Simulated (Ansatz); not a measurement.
C$_{6}$H$_{12}$O (`CC1(O)CCCC1`), 19 atoms. Total charge 0; spin multiplicity 1. Hardware: A = 2 threads of an AMD EPYC 7R13 on a shared host; B = 2 threads of an AMD EPYC 7R13 on a shared host and a share of an NVIDIA H100 80 GB. Correlated methods freeze the cores. Open-shell runs search over several starts.

Task: How many basis functions does each run have, and how long does it take in Ansatz? RKS ωB97X-V/def2-TZVPP energy [B]; UKS B3LYP-D4/def2-TZVPP energy of the cation [B]; UHF-MP2/def2-QZVPP energy of the cation [B]; RKS ωB97M-V/def2-SVP energy [A]; RKS PBE0-D4/def2-QZVPP energy [B]; RHF-MP2/def2-QZVPP energy [B]; UKS PBE-D4/def2-TZVPP energy of the cation [B]; RKS B97M-V/def2-TZVPP energy [B]; RHF-CCSD(T)/def2-SVP energy [B]; RKS PBE0-D4/def2-SVP energy [A]; RKS PBE0-D4/def2-TZVP relaxation (13 steps) [B]; UKS ωB97M-V/def2-TZVPP energy of the cation [B]. (Best estimate.)

Result: Computed: Other jobs shared the machine, so times are rough.

```json
{"level": "RKS PBE0-D4/def2-SVP", "job": "energy [A]", "functions": "158", "wall time": "4.6 s", "peak host memory (GiB)": "0.7"}
{"level": "RHF-CCSD(T)/def2-SVP", "job": "energy [B]", "functions": "158", "wall time": "11 s", "peak host memory (GiB)": "0.77"}
{"level": "RKS ωB97X-V/def2-TZVPP", "job": "energy [B]", "functions": "385", "wall time": "11 s", "peak host memory (GiB)": "0.99"}
{"level": "RHF-MP2/def2-QZVPP", "job": "energy [B]", "functions": "759", "wall time": "11 s", "peak host memory (GiB)": "1.4"}
{"level": "RKS B97M-V/def2-TZVPP", "job": "energy [B]", "functions": "385", "wall time": "13 s", "peak host memory (GiB)": "0.97"}
{"level": "RKS PBE0-D4/def2-QZVPP", "job": "energy [B]", "functions": "759", "wall time": "13 s", "peak host memory (GiB)": "1.3"}
{"level": "RKS ωB97M-V/def2-SVP", "job": "energy [A]", "functions": "158", "wall time": "14 s", "peak host memory (GiB)": "0.7"}
{"level": "UKS PBE-D4/def2-TZVPP", "job": "energy of the cation [B]", "functions": "385", "wall time": "18 s", "peak host memory (GiB)": "0.98"}
{"level": "UKS B3LYP-D4/def2-TZVPP", "job": "energy of the cation [B]", "functions": "385", "wall time": "20 s", "peak host memory (GiB)": "0.99"}
{"level": "UKS ωB97M-V/def2-TZVPP", "job": "energy of the cation [B]", "functions": "385", "wall time": "22 s", "peak host memory (GiB)": "1.2"}
{"level": "RKS PBE0-D4/def2-TZVP", "job": "relaxation (13 steps) [B]", "functions": "289", "wall time": "31 s", "peak host memory (GiB)": "0.91"}
{"level": "UHF-MP2/def2-QZVPP", "job": "energy of the cation [B]", "functions": "759", "wall time": "71 s", "peak host memory (GiB)": "7.5"}
```

B3LYP here is the variant with VWN-RPA as its local correlation; programs differ in this.
